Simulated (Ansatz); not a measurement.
Reaction (cleavage of the Ga–Ge bond): `[F][GeH2][GaH2]` + `N#CO` → `N#C[O][GaH2]` + `[F][GeH3]`

Gas-phase electronic energies from Ansatz, PBE0-D4/def2-TZVP geometries. CBS: MP2 limit from def2 TZ/QZ plus the TZ coupled-cluster correction, frozen cores. This one scheme is used for every species. DFT in def2-TZVPP. For Ga, Ge outer-core shells are correlated without core-valence functions, which leaves a few kJ/mol of doubt a bond. Scalar relativity is left out up to krypton. Each species was taken in one conformer, which may not be the lowest.

```
           level  ΔE (kJ/mol)
     LDA (SPW92)        -61.4
       revPBE-D4        -63.9
         PBE0-D4        -63.5
        BHLYP-D4        -77.1
          B2PLYP        -78.8
         LC-ωPBE        -72.3
CCSD(T)/def2-SVP        -84.0
   MP2/CBS(def2)        -79.2
```

(1) What does CCSD(T)/CBS give? (An estimate is asked.)

Largest T1 diagnostic among the species: 0.015.

Results:

(1) The calculation gave: -72.7 kJ/mol. The listed levels differ from it by 11.3, 8.8, 9.2, -4.4, -6.1, 0.4, -11.3, -6.5 kJ/mol.

At CCSD(T), def2-SVP lies −11.3 kJ/mol from the extrapolated value and def2-TZVPP −4.2 kJ/mol. In def2-TZVPP, CCSD(T) changes the Hartree–Fock value by +13.7 kJ/mol (the triples alone add −0.2 kJ/mol) and MP2 by +7.2 kJ/mol. Leaving LDA and LC-ωPBE aside and taking each functional with its dispersion term where it has one, the values, not all of them listed here, spread over 19.4 kJ/mol, from B97M-V to PBE-D4.
